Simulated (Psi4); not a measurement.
F6Se, triplet, at a GFN2-xTB geometry (a higher spin typed on purpose: for a closed-shell molecule this is an excited state); TPSS/3-21G in Psi4 1.11.

Input for Psi4:
```
memory 2 GB

molecule mol {
0 3
  F     1.109143   -1.833907   -0.260798
  Se    0.024522   -0.002410   -0.041086
  F     1.474535    1.558449   -0.241680
  F    -1.205185   -1.084659    0.444995
  F    -1.226851    0.142125   -1.770894
  F     0.702827   -0.084297    1.525092
  F    -0.947106    1.311391    0.458499
}

set basis 3-21g
set reference uks

energy('tpss')
print_variables()
```

What the program printed (banner, timings and long lists left out):

```
   => Loading Basis Set <=

    Name: 3-21G
    Role: ORBITAL
    Keyword: BASIS

         ---------------------------------------------------------
                                   SCF
               by Justin Turney, Rob Parrish, Andy Simmonett
                          and Daniel G. A. Smith
                              UKS Reference
         ---------------------------------------------------------

  ==> Geometry <==

    Molecular point group: c1
    Full point group: C1

    Geometry (in Angstrom), charge = 0, multiplicity = 3:

       Center              X                  Y                   Z               Mass
    ------------   -----------------  -----------------  -----------------  -----------------
         F            1.108112826077    -1.833805531987    -0.259072264630    18.998403162730
         SE           0.023491826077    -0.002308531987    -0.039360264630    79.916521800000
         F            1.473504826077     1.558550468013    -0.239954264630    18.998403162730
         F           -1.206215173923    -1.084557531987     0.446720735370    18.998403162730
         F           -1.227881173923     0.142226468013    -1.769168264630    18.998403162730
         F            0.701796826077    -0.084195531987     1.526817735370    18.998403162730
         F           -0.948136173923     1.311492468013     0.460224735370    18.998403162730

  Running in c1 symmetry.

  Rotational constants: A =      0.06453  B =      0.06453  C =      0.05085 [cm^-1]
  Rotational constants: A =   1934.63819  B =   1934.63762  C =   1524.43750 [MHz]
  Nuclear repulsion =  737.503424640622029

  Charge       = 0
  Multiplicity = 3
  Electrons    = 88
  Nalpha       = 45
  Nbeta        = 43

  ==> Algorithm <==

  SCF Algorithm Type is DF.
  DIIS enabled.
  MOM disabled.
  Fractional occupation disabled.
  Guess Type is SAD.
  Energy threshold   = 1.00e-06
  Density threshold  = 1.00e-06
  Integral threshold = 1.00e-12

  ==> Primary Basis <==

  Basis Set: 3-21G
    Blend: 3-21G
    Number of shells: 40
    Number of basis functions: 77
    Number of Cartesian functions: 77
    Spherical Harmonics?: false
    Max angular momentum: 2

  ==> DFT Potential <==

   => LibXC <=

    Version 7.1.2
    S. Lehtola, C. Steigemann, M. J. T. Oliveira, and M. A. L. Marques,  SoftwareX 7, 1–5 (2018) (10.1016/j.softx.2017.11.002)

   => Composite Functional: TPSS <=

    TPSS Meta-GGA XC Functional

    J. Tao, et al., Phys. Rev. Lett., 91, 146401, 2003

    Deriv               =              1
    GGA                 =           TRUE
    Meta                =           TRUE

    Exchange Hybrid     =          FALSE
    MP2 Hybrid          =          FALSE

   => Exchange Functionals <=

    1.0000   XC_MGGA_X_TPSS

   => Correlation Functionals <=

    1.0000   XC_MGGA_C_TPSS

   => LibXC Density Thresholds  <==

    XC_MGGA_C_TPSS:  1.00E-15
    XC_MGGA_X_TPSS:  1.00E-15

   => Molecular Quadrature <=

    Radial Scheme          =       TREUTLER
    Pruning Scheme         =           NONE
    Nuclear Scheme         =       TREUTLER

    Blocking Scheme        =         OCTREE
    BS radius alpha        =              1
    Pruning alpha          =              1
    Radial Points          =             75
    Spherical Points       =            302
    Total Points           =         151141
    Total Blocks           =           1196
    Max Points             =            256
    Max Functions          =             71
    Weights Tolerance      =       1.00E-15

   => Loading Basis Set <=

    Name: (3-21G AUX)
    Role: JKFIT
    Keyword: DF_BASIS_SCF

  ==> Integral Setup <==

  SCF_SUBTYPE=INCORE selected. In-core MEM_DF algorithm will be used.
  Using in-core AOs.

  ==> MemDFJK: Density-Fitted J/K Matrices <==

    J tasked:                   Yes
    K tasked:                    No
    wK tasked:                   No
    Algorithm:                 Core
    Schwarz Cutoff:           1E-12
    Mask sparsity (%):      10.7607
[...]
   @DF-UKS iter  70: -2985.58262037849681    3.03047e-03   3.96744e-03 DIIS/ADIIS
   @DF-UKS iter  71: -2985.58574583814789   -3.12546e-03   3.91877e-03 DIIS/ADIIS
   @DF-UKS iter  72: -2985.58831698125095   -2.57114e-03   3.59119e-03 DIIS/ADIIS
   @DF-UKS iter  73: -2985.59351253673731   -5.19556e-03   3.45300e-03 DIIS/ADIIS
   @DF-UKS iter  74: -2985.59501877492949   -1.50624e-03   3.51406e-03 DIIS/ADIIS
   @DF-UKS iter  75: -2985.58610174902969    8.91703e-03   3.93211e-03 DIIS/ADIIS
   @DF-UKS iter  76: -2985.58609389655749    7.85247e-06   3.90295e-03 DIIS/ADIIS
   @DF-UKS iter  77: -2985.58907616158194   -2.98227e-03   3.66827e-03 DIIS/ADIIS
   @DF-UKS iter  78: -2985.59515567431026   -6.07951e-03   3.47974e-03 DIIS/ADIIS
   @DF-UKS iter  79: -2985.59520642755888   -5.07532e-05   3.59341e-03 DIIS/ADIIS
   @DF-UKS iter  80: -2985.59445766501858    7.48763e-04   3.61609e-03 DIIS/ADIIS
   @DF-UKS iter  81: -2985.59571091895441   -1.25325e-03   3.50046e-03 DIIS/ADIIS
   @DF-UKS iter  82: -2985.58436070959806    1.13502e-02   3.89519e-03 DIIS/ADIIS
   @DF-UKS iter  83: -2985.59315639466058   -8.79569e-03   3.66590e-03 DIIS/ADIIS
   @DF-UKS iter  84: -2985.59332395304273   -1.67558e-04   3.65997e-03 DIIS/ADIIS
   @DF-UKS iter  85: -2985.59317242470843    1.51528e-04   3.65739e-03 DIIS/ADIIS
   @DF-UKS iter  86: -2985.58619391810907    6.97851e-03   3.75293e-03 DIIS/ADIIS
   @DF-UKS iter  87: -2985.58836745928375   -2.17354e-03   3.75556e-03 DIIS/ADIIS
   @DF-UKS iter  88: -2985.58924750541610   -8.80046e-04   3.64110e-03 DIIS/ADIIS
   @DF-UKS iter  89: -2985.58956780872268   -3.20303e-04   3.53845e-03 DIIS/ADIIS
   @DF-UKS iter  90: -2985.58886630048892    7.01508e-04   3.56539e-03 DIIS/ADIIS
   @DF-UKS iter  91: -2985.58897345944024   -1.07159e-04   3.70985e-03 DIIS/ADIIS
   @DF-UKS iter  92: -2985.58962043698648   -6.46978e-04   3.53817e-03 DIIS/ADIIS
   @DF-UKS iter  93: -2985.58614184959060    3.47859e-03   3.70805e-03 DIIS/ADIIS
   @DF-UKS iter  94: -2985.59047535871423   -4.33351e-03   3.50502e-03 DIIS/ADIIS
   @DF-UKS iter  95: -2985.58348937095434    6.98599e-03   4.04866e-03 DIIS/ADIIS
   @DF-UKS iter  96: -2985.58765957204423   -4.17020e-03   3.69157e-03 DIIS/ADIIS
   @DF-UKS iter  97: -2985.58597424209711    1.68533e-03   3.80065e-03 DIIS/ADIIS
   @DF-UKS iter  98: -2985.58769838038097   -1.72414e-03   3.60996e-03 DIIS/ADIIS
   @DF-UKS iter  99: -2985.58850178512148   -8.03405e-04   3.57679e-03 DIIS/ADIIS
   @DF-UKS iter 100: -2985.58911544997409   -6.13665e-04   3.55416e-03 DIIS/ADIIS

PsiException: Could not converge SCF iterations in 100 iterations.

  Failed to converge.

Traceback (most recent call last):
  File "psi4", line 375, in <module>
  File "<string>", line 28, in <module>
  File "site-packages/psi4/driver/driver.py", line 533, in energy
  File "site-packages/psi4/driver/procrouting/proc.py", line 2760, in run_scf
  File "site-packages/psi4/driver/procrouting/proc.py", line 2047, in scf_helper
  File "site-packages/psi4/driver/procrouting/scf_proc/scf_iterator.py", line 93, in scf_compute_energy
  File "site-packages/psi4/driver/procrouting/scf_proc/scf_iterator.py", line 86, in scf_compute_energy
  File "site-packages/psi4/driver/procrouting/scf_proc/scf_iterator.py", line 609, in scf_iterate

psi4.driver.p4util.exceptions.SCFConvergenceError: Could not converge SCF iterations in 100 iterations.

Printing out the relevant lines from the Psithon --> Python processed input file:
      F    -0.947106    1.311391    0.458499
    ""","mol")
    core.IO.set_default_namespace("mol")
    core.set_global_option("BASIS", "3-21g")
    core.set_global_option("REFERENCE", "uks")
--> energy('tpss')
    print_variables()

!-------------------------------------------------------!
!                                                       !
!  Could not converge SCF iterations in 100 iterations. !
!                                                       !
!-------------------------------------------------------!
```

Convergence was not reached.
